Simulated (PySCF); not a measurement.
ClGeH₅OSi, SMILES Cl[SiH2][O][GeH3]. Atoms are numbered in the order given.

```xyz
9

Si     1.4976     0.2416    -0.6797
Cl     1.7278     0.8324     1.3138
O      0.0959    -0.6270    -0.8523
Ge    -1.5423    -0.3864    -0.1134
H      2.6483    -0.6400    -1.0482
H      1.4772     1.4999    -1.4972
H     -1.8673     1.1307    -0.1082
H     -2.4981    -1.1740    -1.0380
H     -1.5141    -0.9675     1.3207
```
Charge 0, spin multiplicity 1.

Geometry: PBE-D3(BJ)/def2-SVP. This is a generated structure with no PubChem entry under its InChIKey; it may be hypothetical. Other conformers were not sampled.

Calculation: PySCF 2.14.0 with PBE-D3(BJ)/def2-SVP.

Frequencies are harmonic and unscaled.

Computed vibrational spectrum:
```csv
mode,ν (cm⁻¹),IR (km/mol),moving atoms (share of kinetic energy)
1,36,2.3,"Cl 32 %, O 22 %, H 21 %, Ge 15 %, Si 10 %"
2,68,0.5,H 86 %
3,84,2.3,"O 32 %, Ge 21 %, H 17 %, Cl 17 %, Si 13 %"
4,268,5.2,"O 43 %, Si 27 %, Cl 20 %"
5,485,25.4,"Si 33 %, O 25 %, Cl 20 %, Ge 16 %"
6,542,56.1,"Si 39 %, Cl 25 %, O 15 %, H 13 %"
7,602,4.1,"H 87 %, Si 9 %"
8,620,48.2,H 87 %
9,633,42.9,"H 82 %, O 10 %"
10,701,27.2,"H 87 %, O 9 %"
11,816,416.3,H 85 %
12,836,31.7,H 98 %
13,841,35.0,H 98 %
14,885,198.9,"H 88 %, Si 8 %"
15,935,69.6,H 94 %
16,987,246.3,"O 67 %, Si 19 %, H 13 %"
17,2083,60.6,H 99 %
18,2106,91.4,H 99 %
19,2119,105.5,H 98 %
20,2177,114.1,H 97 %
21,2207,115.8,H 96 %
```
